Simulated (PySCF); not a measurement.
C₅H₆BF.
Numbering: `[CH2:1]=[C:2]([F:3])[BH:4][C:5]#[C:6][CH3:7]` (hydrogens: H8, H9 on C1; H10 on B4; H11, H12, H13 on C7)

Computed by this run: PBE0-D3(BJ)/def2-SVP geometry optimisation, gas phase in PySCF; density fitting, grid level 1; the optimiser is geomeTRIC in internal coordinates, started from a GFN2-xTB structure with every atom displaced at random (about 0.01 Å).

Step 0: E = -8657.2692 eV
```
atom  x, y, z in Å  |  force x, y, z in eV/Å
C1     -2.2617    0.6938   -0.4461   -0.949   1.853  -0.642
C2     -2.1813   -0.5320    0.0061   -0.307  -2.308   0.785
F3     -3.3655   -1.2133    0.1723    1.111   0.322  -0.055
B4     -0.8313   -1.2803    0.3628   -2.222   0.142  -0.167
C5      0.4423   -0.5911    0.1830    0.590   0.186   0.012
C6      1.5218   -0.0498    0.0628    0.872   0.408  -0.190
C7      2.8188    0.5843   -0.0872   -1.233  -0.094  -0.178
H8     -3.2206    1.1746   -0.6796   -0.008  -0.226   0.062
H9     -1.4002    1.3147   -0.5879    0.802   0.194  -0.065
H10    -0.9097   -2.3854    0.7728    0.063  -0.640   0.228
H11     3.5592   -0.1512   -0.3483    0.740  -0.463  -0.143
H12     2.7683    1.3566   -0.8517    0.119   0.303  -0.350
H13     3.0657    1.0622    0.8468    0.422   0.323   0.702
```

Question: Estimate the geometry and energy of step 1. (The exact step hangs on the optimiser's Hessian estimate; all steps are aligned on step 0, rigid shifts and turns removed.)

Answer: E = -8657.4299 eV, largest force 0.407 eV/Å
```
atom  x, y, z in Å  |  force x, y, z in eV/Å
C1     -2.3298    0.7335   -0.4163    0.170  -0.173   0.114
C2     -2.2135   -0.5427   -0.0082    0.215   0.209  -0.274
F3     -3.3001   -1.3243   -0.0217   -0.228  -0.038   0.136
B4     -0.8890   -1.2325    0.4213    0.088  -0.035  -0.108
C5      0.4486   -0.5519    0.2490   -0.238  -0.047   0.074
C6      1.5403   -0.0315    0.0784    0.080   0.012   0.008
C7      2.8415    0.5714   -0.1121    0.093   0.005   0.030
H8     -3.2928    1.1479   -0.7155   -0.098   0.061  -0.040
H9     -1.4382    1.3655   -0.4544   -0.084  -0.054   0.045
H10    -0.9424   -2.3637    0.8420    0.014   0.008   0.050
H11     3.5968   -0.1886   -0.3811   -0.060   0.101   0.043
H12     2.8178    1.3408   -0.8993    0.028  -0.003  -0.008
H13     3.1666    1.0591    0.8238    0.020  -0.046  -0.070
```

The energy changes by -0.1607 eV. The first-order estimate −F·Δx gives -0.3930 eV and the mean of the old and new forces, exact on a quadratic surface, -0.1709 eV. The step makes an angle of 77° with the force vector and moves no atom by more than 0.233 Å.

Run on one thread, Arm Neoverse V1 (aarch64), shared host with 32 logical CPUs at a one-minute load of 27.
